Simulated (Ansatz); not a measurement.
Calculated with Ansatz (gas phase, PBE0-D4/def2-TZVP geometries, no zero-point term in ΔE). CBS: MP2 limit from def2 TZ/QZ plus the TZ coupled-cluster correction, frozen cores. This one scheme is used for every species, atoms too. DFT in def2-TZVPP. B3LYP here is the variant with VWN-RPA as its local correlation; programs differ in this. No spin–orbit coupling; open shells (•) take unrestricted orbitals. Spin–orbit coupling would lower the free atoms: a little for O, Si; clearly for Ge. For Ge outer-core shells are correlated without core-valence functions, so the limit isn't a true one: a few kJ/mol of doubt a bond, and 10 to 20 or more in all where bonds break to atoms. Scalar relativity is left out up to krypton. One conformer a species, not always the lowest.

Consider the atomization: `[OH][GeH2][O][SiH](O)O` → Ge• + 6 H• + 4 O• + Si•.

| level | ΔE (kcal/mol) |
| --- | --- |
| PBE-D4 | 1078.3 |
| r2SCAN-D4 | 1073.4 |
| PBE0-D4 | 1053.2 |
| B2PLYP | 1059.0 |
| PBE | 1071.6 |
| r2SCAN | 1071.7 |
| PBE0 | 1047.4 |
| B3LYP | 1052.0 |

**Question.** What does CCSD(T)/CBS give? (Estimate.)

**Answer.** Ansatz gave: +1082.4 kcal/mol. The listed levels differ from it by -4.1, -9.0, -29.2, -23.4, -10.8, -10.7, -35.0, -30.4 kcal/mol.

Largest T1 diagnostic among the species: 0.012.

In def2-TZVPP, CCSD(T) changes the Hartree–Fock value by +301.8 kcal/mol (the triples alone add +17.4 kcal/mol) and MP2 by +330.2 kcal/mol; breaking electron pairs costs correlation energy, which Hartree–Fock lacks. From PBE to PBE0 (25 % exact exchange), in def2-TZVPP and without D4, ΔE moves by −24.1 kcal/mol: exact exchange takes away binding that semilocal exchange gives to molecules. The D4 term adds +10.8 kcal/mol with B3LYP and +5.7 kcal/mol with PBE0; it sums over pairs of atoms, weighted by their polarisabilities, and B3LYP, whose exchange is more repulsive, gets the larger term.

For atomizations the MP2-based limit and the directly extrapolated one differ by several kJ/mol either way, and by 10 to 25 for some Ge, Se and Sn compounds, so smaller differences from it don't rank the levels.
